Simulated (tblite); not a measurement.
Species: C5H12P3 (charge +1).
Numbering: `[CH:1]#[C:2][PH2+:3][P:4]([CH2:5][CH3:6])[CH2:7][PH2:8]` (hydrogens: H9 on C1; H10, H11 on P3; H12, H13 on C5; H14, H15, H16 on C6; H17, H18 on C7; H19, H20 on P8)

Structure optimised with GFN2-xTB, isolated species.

List the bond lengths, angles and torsions at this level.

| bond | length (Å) |
| --- | --- |
| C1≡C2 | 1.203 |
| C2–P3 | 1.742 |
| P3–P4 | 2.214 |
| P4–C5 | 1.856 |
| C5–C6 | 1.524 |
| P4–C7 | 1.859 |
| C7–P8 | 1.866 |
| C1–H9 | 1.054 |
| P3–H10, P3–H11 | 1.388 |
| C5–H12, C5–H13 | 1.094 |
| C6–H14, C6–H15, C6–H16 | 1.090 |
| C7–H17, C7–H18 | 1.093 |
| P8–H19, P8–H20 | 1.392 |

Bonds in one row agree within 0.01 Å and their mean is given. A selection of angles:
| angle | degrees |
| --- | --- |
| C2–C1–H9 | 178.8 |
| C1–C2–P3 | 178.1 |
| C2–P3–P4 | 110.0 |
| C2–P3–H10 | 104.7 |
| C2–P3–H11 | 99.9 |
| P4–P3–H10 | 134.0 |
| P4–P3–H11 | 102.2 |
| H10–P3–H11 | 100.4 |
| P3–P4–C5 | 98.0 |
| P3–P4–C7 | 97.3 |
| C5–P4–C7 | 102.0 |
| P4–C5–C6 | 116.1 |
| P4–C5–H12 | 105.5 |
| P4–C5–H13 | 107.5 |
| C6–C5–H12 | 110.6 |
| C6–C5–H13 | 110.1 |
| H12–C5–H13 | 106.7 |
| C5–C6–H14 | 109.5 |
| C5–C6–H15 | 110.8 |
| H14–C6–H15 | 107.5 |
| H15–C6–H16 | 108.9 |
| P4–C7–P8 | 108.1 |
| P4–C7–H17 | 109.2 |
| P4–C7–H18 | 111.2 |
| P8–C7–H17 | 110.9 |
| P8–C7–H18 | 109.4 |
| H17–C7–H18 | 108.1 |
| C7–P8–H19 | 97.8 |
| H19–P8–H20 | 94.0 |

Dihedral angles: C2–P3–P4–C5 -165° (antiperiplanar); P3–P4–C5–C6 -37° (synclinal); P3–P4–C7–P8 -24° (synperiplanar). The mirror-image conformer, all signs reversed, is as good.

P8 (phosphine phosphorus) is pyramidal (angles 97.8°, 97.2° and 94.0°, sum 289.0°, 0.77 Å off the plane of its three neighbours). The C–P distances run from 1.742 Å (C2–P3, drawn single) to 1.866 Å (C7–P8, drawn single), a spread of 0.124 Å. Of the pairs four or more bonds apart, P3···H15 is among the closest relative to their van der Waals radii: 2.72 Å, 91 % of the sum of Bondi's values. The C–C distances run from 1.203 Å (C1≡C2, drawn triple) to 1.524 Å (C5–C6, drawn single), a spread of 0.321 Å. P3 (phosphorus bonded to C, P and 2 H) has angles from 99.9° to 134.0°. P4 (three-coordinate phosphorus) is pyramidal (angles 102.0°, 98.0° and 97.3°, sum 297.3°, 0.93 Å off the plane of its three neighbours).

Point group: C1 (no symmetry element, even within 0.4 Å). Its GFN2-xTB frequencies are all real (lowest 44 cm⁻¹). Torsions: C2–P3–P4–C5 -165°, P3–P4–C5–C6 -37°, P3–P4–C7–P8 -24°, P4–C7–P8–H -177° and -82°. 3 starts were optimised and ended at 0.00, 5.69 and 5.97 kcal/mol (GFN2-xTB); the lowest of these is shown.

These are computed values.
